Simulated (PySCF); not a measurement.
C2H10O2Si2.

```xyz
16

C      2.2336    -0.4218     1.4912
O      0.9581    -0.0213     1.0437
Si     0.6333     0.6330    -0.4540
O      1.0760    -0.4066    -1.6805
C     -1.2069     0.9386    -0.4276
Si    -2.1953    -0.5454     0.1987
H      2.9340     0.4324     1.5502
H      2.6802    -1.1832     0.8262
H      2.1366    -0.8549     2.4989
H      1.4584     1.8448    -0.6909
H      0.5968    -1.2433    -1.7269
H     -1.4310     1.8086     0.2135
H     -1.5389     1.1935    -1.4487
H     -2.0997    -0.6805     1.6771
H     -3.6349    -0.4258    -0.1808
H     -1.6665    -1.7965    -0.4309
```
Charge 0, spin multiplicity 1.

Geometry: B3LYP-D3(BJ)/def2-SVP. The structure was generated by enumeration; whether it is a known compound was not checked. One conformer was computed; it need not be the lowest.

Level of theory: PySCF with PBE0/pcSseg-1. Non-relativistic, no solvent.

Computed absolute GIAO shielding of each atom: isotropic value and principal components (ppm):
| atom | σ(iso) | σ11 | σ22 | σ33 | span |
|---|---|---|---|---|---|
| C1 | 131.5 | 103.1 | 108.1 | 183.4 | 80.3 |
| O2 | 287.2 | 216.4 | 312.3 | 333.0 | 116.6 |
| Si3 | 363.0 | 339.9 | 362.8 | 386.3 | 46.4 |
| O4 | 281.5 | 251.6 | 291.3 | 301.7 | 50.1 |
| C5 | 192.0 | 179.6 | 195.2 | 201.4 | 21.8 |
| Si6 | 425.0 | 397.7 | 414.6 | 462.6 | 64.9 |
| H7 | 27.7 | 23.6 | 25.1 | 34.4 | 10.8 |
| H8 | 27.5 | 22.8 | 25.7 | 34.0 | 11.2 |
| H9 | 27.6 | 23.2 | 25.3 | 34.1 | 10.9 |
| H10 | 26.5 | 23.4 | 23.8 | 32.3 | 8.9 |
| H11 | 29.5 | 21.8 | 25.7 | 41.1 | 19.2 |
| H12 | 31.3 | 27.1 | 28.0 | 38.8 | 11.7 |
| H13 | 31.6 | 27.0 | 28.5 | 39.3 | 12.4 |
| H14 | 27.3 | 23.7 | 26.0 | 32.2 | 8.5 |
| H15 | 27.4 | 23.8 | 25.0 | 33.3 | 9.5 |
| H16 | 27.6 | 23.9 | 27.2 | 31.8 | 7.9 |
